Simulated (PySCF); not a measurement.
These are PBE-D3(BJ)/def2-TZVP // BP86-D3(BJ)/def2-SVP run with PySCF values and carry that method's errors. All species are isolated molecules in the gas phase. One relaxed conformer stands for a flexible species; it need not be the lowest. 

Reference species: [W(Cl)6] (neutral, multiplicity 1).

coordination number: 6
mean distance from the central atom to its bonded neighbours: 2.323 Å
charge on the central atom (Mulliken): 0.88 e

Changed species: [W(OH)6] (6 of 6 Cl replaced by OH; the reference has 0 of 6 Cl replaced by OH).

Problem. What does the change do to the coordination number, mean distance from the central atom to its bonded neighbours and charge on the central atom (Mulliken)?

Solution. the coordination number hardly moves; the mean distance from the central atom to its bonded neighbours falls by 0.383 Å, to 1.940 Å; the charge on the central atom (Mulliken) rises by 0.36 e, to 1.24 e.
